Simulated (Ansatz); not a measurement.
Geometry optimisation, RKS r2SCAN-D4/def2-SVP in Ansatz.

Input:

```yaml
crystal:
  periodic: [false, false, false]
  atoms:
    - { symbol: Sn, position_ang: [0.198506, 0.0, -0.046758] }
    - { symbol: Cl, position_ang: [0.320515, 0.0, 2.347706] }
    - { symbol: H, position_ang: [1.843269, 0.0, -0.511849] }
    - { symbol: H, position_ang: [-0.611511, 1.424748, -0.519856] }
    - { symbol: H, position_ang: [-0.611511, -1.424748, -0.519856] }
    - { symbol: H, position_ang: [-2.556762, 0.0, 0.991868] }
    - { symbol: H, position_ang: [-2.138305, 0.0, 1.576547] }
basis:
  gaussian: { orbitals: def2-SVP }
hamiltonian:
  xc: r2scan
  dispersion: d4
relax:
  f_tol: 0.03
  max_steps: 50
output:
  orbitals: {}
```

Command:

```bash
$ ansatz run input.yaml --threads 1 --pin off --max-ram 2048MiB --backend cpu --events-out ev --progress --plain --runs-dir out
```

Problem. Where does it end, and by what steps?

Solution. The forces met the threshold. The force dipped under the threshold on the way, but the program's further checks kept it going. After 12 steps the energy has fallen by 0.113 eV; H6 moved furthest, 0.69 Å.

```json
{"step": "0", "energy less start (eV)": "0.0000", "largest force component (eV/Å)": "1.330", "accepted": "yes"}
{"step": "1", "energy less start (eV)": "-0.0903", "largest force component (eV/Å)": "0.106", "accepted": "yes"}
{"step": "2", "energy less start (eV)": "-0.1047", "largest force component (eV/Å)": "0.079", "accepted": "yes"}
{"step": "3", "energy less start (eV)": "-0.1095", "largest force component (eV/Å)": "0.042", "accepted": "yes"}
{"step": "4", "energy less start (eV)": "-0.1106", "largest force component (eV/Å)": "0.102", "accepted": "yes"}
{"step": "5", "energy less start (eV)": "-0.1120", "largest force component (eV/Å)": "0.012", "accepted": "yes"}
{"step": "6", "energy less start (eV)": "-0.0994", "largest force component (eV/Å)": "0.786", "accepted": "no"}
{"step": "7", "energy less start (eV)": "-0.1127", "largest force component (eV/Å)": "0.088", "accepted": "yes"}
{"step": "8", "energy less start (eV)": "-0.1127", "largest force component (eV/Å)": "0.111", "accepted": "no"}
{"step": "9", "energy less start (eV)": "-0.1130", "largest force component (eV/Å)": "0.014", "accepted": "yes"}
{"step": "10", "energy less start (eV)": "-0.1132", "largest force component (eV/Å)": "0.013", "accepted": "yes"}
{"step": "11", "energy less start (eV)": "-0.1131", "largest force component (eV/Å)": "0.045", "accepted": "no"}
{"step": "12", "energy less start (eV)": "-0.1133", "largest force component (eV/Å)": "0.010", "accepted": "yes"}
```

```xyz
7
Properties=species:S:1:pos:R:3
Sn 0.428 0.000 -0.141
Cl 0.407 0.000 2.227
H 2.076 0.000 -0.586
H -0.382 1.423 -0.622
H -0.382 -1.423 -0.622
H -3.167 0.000 1.318
H -2.537 0.000 1.743
```

Whether the end is a true minimum wasn't checked by a vibrational analysis.

Run time: 41 s on 1 thread of Arm Neoverse V2 (shared host), peak memory 0.11 GiB.
